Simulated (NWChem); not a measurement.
System: SOF, doublet; SMILES F[S]=O

Here is an NWChem input.

```
start job
memory heap 200 mb stack 700 mb global 900 mb
geometry units angstroms noautoz
  O     -0.565351     1.224477     0.000000
  S      0.456219     0.131914     0.000000
  F     -0.309805    -1.347898     0.000000
end
basis spherical
  * library aug-cc-pvdz
end
dft
  odft
  mult 2
  xc xcamb88 1.00 lyp 0.81 vwn_5 0.19 hfexch 1.00
  cam 0.33 cam_alpha 0.19 cam_beta 0.46
  iterations 150
  mulliken
end
task dft gradient
```

Parts of the log:

```
             Northwest Computational Chemistry Package (NWChem) 7.3.0
             --------------------------------------------------------

 CS  symmetry detected

                             Geometry "geometry" -> ""
                             -------------------------

 Output coordinates in angstroms (scale by  1.889725989 to convert to a.u.)

  No.       Tag          Charge          X              Y              Z
 ---- ---------------- ---------- -------------- -------------- --------------
    1 O                    8.0000    -0.53164241     1.24605121     0.00000000
    2 S                   16.0000     0.46013866     0.12637739     0.00000000
    3 F                    9.0000    -0.34545326    -1.33227198     0.00000000

 Effective nuclear repulsion energy (a.u.)     105.7537229211

      Symmetry information
      --------------------

 Group name             Cs
 Group number              2
 Group order               2
 No. of unique centers     3

                                 NWChem DFT Module
                                 -----------------

 Summary of "ao basis" -> "ao basis" (spherical)
 ------------------------------------------------------------------------------
       Tag                 Description            Shells   Functions and Types
 ---------------- ------------------------------  ------  ---------------------
 O                        aug-cc-pvdz                9       23   4s3p2d
 S                        aug-cc-pvdz               11       27   5s4p2d
 F                        aug-cc-pvdz                9       23   4s3p2d

      Symmetry analysis of basis
      --------------------------

        a'         51
        a"         22

            General Information
            -------------------
          SCF calculation type: DFT
          Wavefunction type:  spin polarized.
          No. of atoms     :     3
          No. of electrons :    33
           Alpha electrons :    17
            Beta electrons :    16
          Charge           :     0
          Spin multiplicity:     2
          Use of symmetry is: on ; symmetry adaption is: on
          Maximum number of iterations: 150
          AO basis - number of functions:    73
                     number of shells:    29
          Convergence on energy requested:  1.00D-06
          Convergence on density requested:  1.00D-05
          Convergence on gradient requested:  5.00D-04

              XC Information
              --------------
                     Hartree-Fock (Exact) Exchange  1.000
                   CAM-Becke88 Exchange Functional  1.000
                      VWN V Correlation Functional  0.190 local
              Lee-Yang-Parr Correlation Functional  0.810

           Range-Separation Parameters
           ---------------------------
           Alpha           :  0.19
           Beta            :  0.46
           Gamma           :  0.33
           Short-Range HF  :     F

             Grid Information
             ----------------
          Grid used for XC integration:  medium
          Radial quadrature: Mura-Knowles
          Angular quadrature: Lebedev.
          Tag              B.-S. Rad. Rad. Pts. Rad. Cut. Ang. Pts.
          ---              ---------- --------- --------- ---------
          O                   0.60       49          10.0       434
          S                   1.00       88           9.0       590
          F                   0.50       49          10.0       434
          Grid pruning is: on
          Number of quadrature shells:   186
          Spatial weights used:  Erf1

      Superposition of Atomic Density Guess
      -------------------------------------

 Sum of atomic energies:        -571.63423295

      Non-variational initial energy
      ------------------------------

 Total energy =    -571.985851
 1-e energy   =   -1002.301532
 2-e energy   =     324.561958
 HOMO         =      -0.177201
 LUMO         =      -0.009973

   Symmetry analysis of molecular orbitals - initial alpha
   -------------------------------------------------------

  Numbering of irreducible representations:

     1 a'          2 a"

  Orbital symmetries:

     1 a'          2 a'          3 a'          4 a'          5 a'
     6 a'          7 a"          8 a'          9 a'         10 a'
    11 a'         12 a"         13 a'         14 a"         15 a'
    16 a'         17 a"         18 a'         19 a'         20 a'
    21 a"         22 a'         23 a'         24 a'         25 a'
    26 a"         27 a'

   Symmetry analysis of molecular orbitals - initial beta
   ------------------------------------------------------

  Numbering of irreducible representations:

     1 a'          2 a"

  Orbital symmetries:

     1 a'          2 a'          3 a'          4 a'          5 a'
     6 a'          7 a"          8 a'          9 a'         10 a'
    11 a'         12 a"         13 a'         14 a"         15 a'
    16 a'         17 a"         18 a'         19 a'         20 a'
    21 a"         22 a'         23 a'         24 a'         25 a'
    26 a"         27 a'

     ---------------------------------------------
      Total Density - Mulliken Population Analysis
     ---------------------------------------------

[...]

                         DFT ENERGY GRADIENTS

    atom               coordinates                        gradient
                 x          y          z           x          y          z
   1 O      -1.004658   2.354695   0.000000   -0.004511   0.010737   0.000000
   2 S       0.869536   0.238819   0.000000    0.003098  -0.006359   0.000000
   3 F      -0.652812  -2.517629   0.000000    0.001413  -0.004378   0.000000
```

Level: CAM-B3LYP/aug-cc-pVDZ, spin-unrestricted. In the optimisation the excess spin sits in a" (Cs, its own frame). Coordinates come from a PBE-D3(BJ)/def2-SVP, spin-unrestricted optimisation. No stability test was run on the SCF state.
